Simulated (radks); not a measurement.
Exchange energies: the exact (Fock) value of the Kohn-Sham orbitals and density-functional approximations, in hartree. Species: Cu17+ [Ne] 3s2; He [He]. Method: non-relativistic Kohn-Sham, exchange-only PBE, spin-polarised, spherical densities, point nucleus; computed with a radial shooting solver on a logarithmic mesh with Libxc functionals. Every spin shell is full or empty, so the densities are truly spherical. Functionals are evaluated on that one density, not self-consistently.

| functional | Cu17+ | He |
|---|---|---|
| exact | -47.7498 | -1.00853 |
| LDA | -44.025 | -0.87171 |
| B88 | -47.741 | -1.0129 |
| PBEsol | -46.107 | -0.95566 |
| PW86 | -47.943 | -1.0213 |
| AM05 | -44.495 | -0.90466 |
| B86b | -47.771 | -1.0115 |
| APBE | -48.006 | -1.0183 |
| TPSS | -47.805 | -1.0160 |
| revTPSS | -47.448 | -1.0151 |
| MS2 | -47.732 | -1.0186 |
| MVS | -47.534 | -1.0168 |
